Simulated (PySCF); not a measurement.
Be(Me)2 cation (C2H6Be), SMILES [CH3][Be][CH3] (connectivity only; charge and spin as stated), charge +1, multiplicity 2.

Geometry: PBE0-D3(BJ)/def2-TZVP. The spin state was assumed, not searched. The isomer is the one that the SMILES or the coordinates give; other isomers of the formula were not compared.

These are IEF-PCM-ωB97X/def2-SVP in PySCF values and carry that method's errors.

The values are the electrostatic part of the solvation free energy, E(continuum) − E(gas) at the gas-phase geometry, in a cavity of scaled van der Waals radii (PySCF's table); cavitation and dispersion terms are not included. A continuum can't describe solvent molecules that bind to the metal.

```json
[
 {"solvent": "water", "ε": "78.36", "ΔG(elec) (kcal/mol)": "-66.7"},
 {"solvent": "diethylether", "ε": "4.24", "ΔG(elec) (kcal/mol)": "-51.0"},
 {"solvent": "n-hexane", "ε": "1.88", "ΔG(elec) (kcal/mol)": "-30.8"}
]
```
